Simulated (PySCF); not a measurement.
Input for PySCF: R-HF/STO-3G on BrGaH2 (SMILES [GaH2][Br]), a point of a bond scan (R = 3.115 Å).

```python
from pyscf import gto, scf, dft, mp
from pyscf.data.elements import chemcore

mol = gto.M(
    atom='''
    Ga   -0.62727121   -0.97642227    0.15641510
    H     0.48620383   -2.94238935    2.30075334
    H    -1.89600936   -1.10175241   -0.73821097
    Br    0.61177002    0.95229282   -0.15254975
    ''',
    basis='sto-3g',
    charge=0, spin=0, verbose=3, max_memory=1800)
mf = scf.RHF(mol)
mf.conv_tol = 1e-8
mf.max_cycle = 100
mf.kernel()
if not mf.converged:
    mf = mf.newton().run(mf.mo_coeff, mf.mo_occ)
```

Program output:

```
converged SCF energy = -4446.47583481463
```

The calculation finished and met its thresholds.

Cost: very roughly 0.3 core-seconds.
